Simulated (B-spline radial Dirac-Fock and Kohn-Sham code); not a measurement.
Calculated with a radial atomic solver, using a relativistic central-field model (Hartree-Slater potential of the initial state, Latter tail, multipole expansion of the photon field, Dirac-Fock thresholds). Kinetic energies are from the vacuum level. Open shells are spread statistically over j, without multiplet splitting. Without correlation, outer binding energies are uncertain by a few eV, most for open f shells.

Q: A free atom or ion in its tabulated ground configuration is ionised with 1000 eV photons and gives these photoelectron lines. Identify it and assign the lines.

| kinetic energy (eV) | relative cross section |
| --- | --- |
| 84.87 | 8.2 |
| 214.4 | 7.2 |
| 334.6 | 28.2 |
| 545.5 | 38.9 |
| 567.9 | 59.9 |
| 830.1 | 2.6 |
| 843.1 | 77.8 |
| 848.0 | 100.0 |
| 876.0 | 2.2 |
| 898.1 | 6.4 |
| 963.8 | 5.3 |
| 966.4 | 7.8 |
| 985.6 | 0.039 |
| 987.4 | 0.10 |

A: Pb⁺, [Xe] 4f14 5d10 6s2 6p1. Binding energies are hν less the kinetic energy: 4s 915.1 eV, 4p1/2 785.6 eV, 4p3/2 665.4 eV, 4d3/2 454.5 eV, 4d5/2 432.1 eV, 5s 169.9 eV, 4f5/2 156.9 eV, 4f7/2 152.0 eV, 5p1/2 124.0 eV, 5p3/2 101.9 eV, 5d3/2 36.15 eV, 5d5/2 33.60 eV, 6p1/2 14.39 eV, 6p3/2 12.63 eV.

Q: A free atom or ion in its tabulated ground configuration is ionised with 2000 eV photons and gives these photoelectron lines. Identify it and assign the lines.

| kinetic energy (eV) | relative cross section |
| --- | --- |
| 1175.0 | 100.0 |
| 1873.5 | 6.8 |
| 1885.8 | 0.10 |
| 1885.9 | 0.20 |

A: F⁴⁺, [He] 2s2 2p1. Binding energies are hν less the kinetic energy: 1s 825.0 eV, 2s 126.5 eV, 2p1/2 114.2 eV, 2p3/2 114.1 eV.

Q: A free atom or ion in its tabulated ground configuration is ionised with 8220 eV photons and gives these photoelectron lines. Identify it and assign the lines.

| kinetic energy (eV) | relative cross section |
| --- | --- |
| 453.8 | 100.0 |
| 7233.3 | 7.1 |
| 7367.4 | 1.8 |
| 7381.9 | 3.4 |
| 8059.4 | 1.0 |
| 8101.5 | 0.24 |
| 8103.4 | 0.44 |
| 8166.8 | 0.0060 |
| 8167.0 | 0.0086 |

A: Co³⁺, [Ar] 3d6. Binding energies are hν less the kinetic energy: 1s 7766.2 eV, 2s 986.7 eV, 2p1/2 852.6 eV, 2p3/2 838.1 eV, 3s 160.6 eV, 3p1/2 118.5 eV, 3p3/2 116.6 eV, 3d3/2 53.24 eV, 3d5/2 53.01 eV.

Q: A free atom or ion in its tabulated ground configuration is ionised with 2000 eV photons and gives these photoelectron lines. Identify it and assign the lines.

```
kinetic energy (eV)  relative cross section
             1089.5                    64.3
             1210.7                    51.9
             1220.9                   100.0
             1790.8                    10.8
             1830.0                     6.6
             1831.5                    12.7
             1881.8                    0.12
             1882.0                    0.18
```

A: Mn⁶⁺, [Ar] 3d1. Binding energies are hν less the kinetic energy: 2s 910.5 eV, 2p1/2 789.3 eV, 2p3/2 779.1 eV, 3s 209.2 eV, 3p1/2 170.0 eV, 3p3/2 168.5 eV, 3d3/2 118.2 eV, 3d5/2 118.0 eV.

Q: A free atom or ion in its tabulated ground configuration is ionised with 3970 eV photons and gives these photoelectron lines. Identify it and assign the lines.

```csv
kinetic energy (eV),relative cross section
128.5,54.0
318.3,100.0
3085.5,6.8
3204.4,7.1
3239.2,13.1
3448.4,4.4
3455.1,6.2
3750.8,1.4
3792.5,1.3
3798.9,2.4
3861.9,0.39
3862.8,0.55
```

A: Cd⁶⁺, [Kr] 4d6. Binding energies are hν less the kinetic energy: 2p1/2 3841.5 eV, 2p3/2 3651.7 eV, 3s 884.5 eV, 3p1/2 765.6 eV, 3p3/2 730.8 eV, 3d3/2 521.6 eV, 3d5/2 514.9 eV, 4s 219.2 eV, 4p1/2 177.5 eV, 4p3/2 171.1 eV, 4d3/2 108.1 eV, 4d5/2 107.2 eV.
